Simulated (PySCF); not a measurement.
**Mayer bond orders and bond lengths**

C5H10OSi.
Atom-mapped SMILES: `[CH3:1][C:2]#[C:3][CH2:4][SiH2:5][O:6][CH3:7]` (hydrogens: H8, H9, H10 on C1; H11, H12 on C4; H13, H14 on Si5; H15, H16, H17 on C7)

Structure used (GFN2-xTB), in Å, numbered top down from 1:
```xyz
17
C5H10OSi angstrom
C     -4.0231    0.0134   -0.2458
C     -2.6172   -0.3064   -0.3932
C     -1.4570   -0.5777   -0.5229
C     -0.0567   -0.8925   -0.6635
Si     1.0184    0.2995    0.3514
O      2.5122   -0.2512    0.0289
C      3.7225    0.2441    0.5089
H     -4.1444    0.8681    0.4201
H     -4.5601   -0.8380    0.1732
H     -4.4556    0.2585   -1.2160
H      0.1096   -1.9213   -0.3363
H      0.2152   -0.8405   -1.7203
H      0.7206    0.2268    1.7874
H      0.8586    1.6930   -0.0821
H      4.5276   -0.3623    0.0926
H      3.8630    1.2850    0.2083
H      3.7592    0.1917    1.5994
```

Bond orders from the PBE0/pcSseg-1 density (PySCF). Geometry: GFN2-xTB, one conformer, isolated molecule.

(1) How far do the computed orders between heavy atoms stray from the drawn ones?

(2) Set the Mayer orders of the bonds beside their lengths.

Answers

(1) The largest departure is 0.419, at C2–C3 (drawn triple, 2.581). Drawn single, order above 1.12: C1–C2 (1.228) and C3–C4 (1.128). Drawn double or triple, more than 0.30 short of the drawn order: C2–C3 (2.581).

(2) 
```csv
bond,drawn as,length (Å),Mayer order
C1–C2,single,1.449,1.228
C2–C3,triple,1.199,2.581
C3–C4,single,1.442,1.128
C4–Si5,single,1.899,0.885
Si5–O6,single,1.624,0.975
O6–C7,single,1.393,0.901
C1–H8,single,1.090,0.928
C1–H9,single,1.090,0.930
C1–H10,single,1.090,0.930
C4–H11,single,1.092,0.917
C4–H12,single,1.092,0.916
Si5–H13,single,1.468,0.912
Si5–H14,single,1.468,0.912
C7–H15,single,1.090,0.971
C7–H16,single,1.092,0.966
C7–H17,single,1.092,0.966
```

Bonds between the same two heavy elements. C–C: lowest C3–C4 (1.128, 1.442 Å), highest C2–C3 (2.581, 1.199 Å); in 1 of the 3 pairs the longer bond (by over 0.003 Å) has the higher order (by 0.02 or more).

Sum the orders of all bonds at each heavy atom with more than one neighbour and set the sums beside the valence in the SMILES.

C1 4.016 (drawn 4), C2 3.809 (drawn 4), C3 3.709 (drawn 4), C4 3.846 (drawn 4), Si5 3.684 (drawn 4), O6 1.876 (drawn 2), C7 3.804 (drawn 4). Orders between atoms that aren't bonded are not in these sums.

The Mayer order sums products of elements of PS (density times overlap matrix) between the two atoms' basis functions, so it depends on the basis set.

These values come from a run that also computed NMR shieldings. Time: 30 s. Hardware: one thread, x86-64 server, no GPU (shared host).
